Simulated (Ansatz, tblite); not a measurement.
Isomers of Pb₂O₂ (singlet), found by a short tight-binding search and relaxed with PBE0-D4/def2-SVP in Ansatz.

In the def2 sets Pb takes a core potential; there is no spin–orbit coupling. The xTB rows come from tblite. LC-ωPBE has ω = 0.4 bohr⁻¹. Correlated methods freeze 10 core orbitals; core or outer-core shells of Pb are correlated, in sets that lack core-valence functions.

Run but left out: HF/def2-TZVP (A: restricted singlet, unstable in another Hartree–Fock run and untested here); HF/def2-TZVPP (A: restricted singlet, unstable towards broken spin symmetry).

A: The restricted singlet is unstable towards broken spin symmetry in Hartree–Fock (as tested in another run); at PBE-D4/def2-TZVP, r2SCAN-D4/def2-TZVP, PBE0-D4/def2-TZVP, LC-ωPBE/def2-TZVP this wasn't settled. At CCSD(T)/def2-TZVPP T1 of the charge 0 singlet is large (up to 0.030), so the single-reference result is doubtful. At CCSD(T)/def2-TZVPP the restricted singlet (for correlated methods, its reference) is unstable: a solution with broken spin symmetry lies lower. It holds 1 O–O bond. B: At CCSD(T)/def2-TZVPP T1 of the charge 0 singlet is large (up to 0.023), so the single-reference result is doubtful.

Other spin states were run for one of them alone.

A:

Cartesian coordinates in Å:
```
Pb -0.3016 0.4860 1.6095
Pb 1.4980 0.2265 -0.7889
O -0.3739 -1.0078 -0.1715
O -0.8225 0.2953 -0.6491
```

B:

```csv
atom,x (Å),y (Å),z (Å)
Pb1,0.0446,-1.1059,-1.1649
Pb2,-0.0445,1.1060,1.1649
O3,-0.3521,0.9670,-0.9316
O4,0.3519,-0.9671,0.9317
```

Question: Estimate their order by electronic energy at PBE0-D4/def2-TZVP, counted from the lowest.

Answer: B (0.0) < A (70.8), in kcal/mol.

Question: Do the other levels pick the same lowest one?

Answer: All that were run do. Energies above each level's lowest (kcal/mol):

```tsv
level	A	B
GFN1-xTB	77.1	0.0
GFN2-xTB	23.1	0.0
PBE-D4/def2-TZVP	67.3	0.0
r2SCAN-D4/def2-TZVP	72.5	0.0
PBE0-D4/def2-TZVP	70.8	0.0
LC-ωPBE/def2-TZVP	79.1	0.0
MP2/def2-TZVPP	84.6	0.0
CCSD/def2-TZVPP	76.6	0.0
CCSD(T)/def2-TZVPP	75.1	0.0
```
Point groups (tolerance 0.1 Å): A C2v, B D2h. Lower isomers may exist.
